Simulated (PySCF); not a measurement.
Gas-phase reaction: SnHCl + Cl + H = SnH2Cl2

Method: PySCF energies plus ideal-gas RRHO corrections (1 bar). † marks an energy on the PBE0/def2-TZVP geometry and frequencies. Open shells (unrestricted): Cl (multiplicity 2, electronic degeneracy 6), H (multiplicity 2); the rest are closed-shell singlets. Spin-orbit splitting is ignored; it lowers the true energy and changes the entropy of Cl. B3LYP is the form with VWN-RPA correlation. Sn: scalar-relativistic def2 core potential, no spin-orbit coupling. SnHCl, SnH2Cl2: computed as isolated molecules; such fragments, hydroxides, amides, oligomers or adducts are transient or little studied in the gas. The harmonic model lacks anharmonicity and excited electronic states, which grow with temperature; levels with a mode under 35 cm⁻¹ are left out. Soft modes under 120 cm⁻¹ make the harmonic entropy rough for SnH2Cl2.

ΔH° and ΔS° at 298 K: B3LYP/def2-TZVP† -505 kJ, -242 J/K; BLYP/def2-TZVP† -486 kJ, -242 J/K; HF/def2-TZVP† -415 kJ, -242 J/K.

Task: With the heat capacities included, give log10 K (1 bar) at 800, 1000, 1800, 2000, 2500 K from B3LYP/def2-TZVP†, BLYP/def2-TZVP†, HF/def2-TZVP†.

Result: 
```tsv
T (K)	B3LYP/def2-TZVP†	BLYP/def2-TZVP†	HF/def2-TZVP†
800	20.2	18.9	14.3
1000	13.6	12.5	8.8
1800	1.8	1.2	-0.8
2000	0.4	-0.2	-2.0
2500	-2.3	-2.7	-4.2
```
